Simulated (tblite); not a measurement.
Compound: C6H8OSi.
Numbering: `[SiH3:1][O:2][c:3]1[cH:4][cH:5][cH:6][cH:7][cH:8]1` (hydrogens: H9, H10, H11 on Si1; H12 on C4; H13 on C5; H14 on C6; H15 on C7; H16 on C8)

Computed with GFN2-xTB (tblite), gas phase: Langevin dynamics at 600 K from the optimised GFN2-xTB geometry, time step 0.5 fs, friction 0.01 fs⁻¹, 2000 steps.

Start geometry:
```
atom  x, y, z in Å
Si1     2.953   -0.073   -0.002
O2      1.509   -0.798   -0.182
C3      0.230   -0.382   -0.090
C4     -0.779   -1.318   -0.305
C5     -2.105   -0.938   -0.222
C6     -2.440    0.373    0.075
C7     -1.438    1.304    0.287
C8     -0.108    0.932    0.207
H9      3.126    1.009   -0.973
H10     3.813   -1.216   -0.259
H11     3.101    0.474    1.349
H12    -0.503   -2.336   -0.537
H13    -2.881   -1.670   -0.389
H14    -3.476    0.667    0.140
H15    -1.690    2.329    0.517
H16     0.680    1.651    0.372
```

The statistics below take the 31 frames saved every 25 fs from 250 to 1000 fs; their kinetic temperature (all 3N coordinates) averages 612 K.

Task: Give the mean, spread and extremes of the bond lengths.

Result: 
```
   bond  start (Å)  mean (Å)  standard deviation (Å)  shortest (Å)  longest (Å)
 Si1–O2      1.625     1.635                   0.052         1.542        1.787
  O2–C3      1.348     1.353                   0.038         1.284        1.460
  C3–C4      1.393     1.400                   0.043         1.330        1.498
  C4–C5      1.382     1.401                   0.039         1.301        1.492
  C5–C6      1.385     1.388                   0.039         1.308        1.469
  C6–C7      1.384     1.396                   0.031         1.315        1.442
  C7–C8      1.383     1.382                   0.029         1.317        1.449
  C3–C8      1.389     1.399                   0.040         1.326        1.494
 Si1–H9      1.465     1.479                   0.055         1.372        1.580
Si1–H10      1.453     1.470                   0.041         1.354        1.612
Si1–H11      1.465     1.489                   0.080         1.355        1.678
 C4–H12      1.079     1.082                   0.025         1.038        1.146
 C5–H13      1.080     1.089                   0.036         1.010        1.174
 C6–H14      1.079     1.088                   0.049         1.010        1.183
 C7–H15      1.080     1.089                   0.035         1.032        1.179
 C8–H16      1.080     1.088                   0.044         1.003        1.197
```

Task: Give the same statistics for bond angles, one of each kind among heavy atoms.

Result: 
| angle | start (°) | mean (°) | standard deviation (°) | smallest (°) | largest (°) |
| --- | --- | --- | --- | --- | --- |
| Si1–O2–C3 | 134.2 | 137.6 | 11.1 | 113.9 | 164.4 |
| O2–C3–C4 | 118.0 | 120.1 | 4.6 | 110.8 | 127.9 |
| O2–C3–C8 | 122.5 | 120.2 | 4.2 | 112.3 | 131.9 |
| C4–C3–C8 | 119.5 | 118.7 | 3.8 | 110.6 | 125.9 |
| C3–C4–C5 | 120.1 | 119.7 | 2.2 | 115.9 | 125.2 |
| C4–C5–C6 | 120.4 | 119.8 | 2.5 | 113.4 | 125.5 |
| C5–C6–C7 | 119.6 | 119.1 | 2.8 | 112.0 | 124.4 |

Task: How far does each atom move about its mean position (frames aligned on the start, all atoms weighted alike), and what rms force does it feel?

Result: 
```csv
atom,rms displacement (Å),rms force (eV/Å)
Si1,0.25,2.40
O2,0.54,2.01
C3,0.33,2.95
C4,0.25,2.57
C5,0.20,2.79
C6,0.15,2.74
C7,0.23,2.28
C8,0.34,2.47
H9,0.91,1.02
H10,0.85,0.81
H11,1.05,1.37
H12,0.43,0.98
H13,0.40,1.35
H14,0.32,1.62
H15,0.36,1.17
H16,0.53,1.50
```

The displacements run from 0.15 to 1.05 Å, the largest at H11.

Task: Follow the torsion Si1–O2–C3–C4 through every second one of these frames.

Result: 
| t (fs) | Si1–O2–C3–C4 (°) |
| --- | --- |
| 250 | -178 |
| 300 | -158 |
| 350 | -175 |
| 400 | 162 |
| 450 | 139 |
| 500 | 113 |
| 550 | 97 |
| 600 | 83 |
| 650 | 70 |
| 700 | 35 |
| 750 | -10 |
| 800 | 19 |
| 850 | 44 |
| 900 | 23 |
| 950 | 46 |
| 1000 | 74 |

Largest departure from the start value over all these frames: Si1–O2–C3–C4 169° (start -179°).

Task: How widely does the potential energy scatter, against a harmonic estimate?

Result: Mean 1.06 eV above the start, standard deviation 0.226 eV, range 0.46 to 1.56 eV. For 42 classical harmonic modes at 600 K the canonical values are 42kT/2 = 1.09 eV and kT·√(42/2) = 0.237 eV.

The run is classical and short, so these are rough statistics of one trajectory.

The cost below is that of the whole dynamics run. The run took 14 s on one thread, Intel Xeon Platinum 8488C (x86_64), on a shared host, and the process peaked at 0.18 GiB of memory.
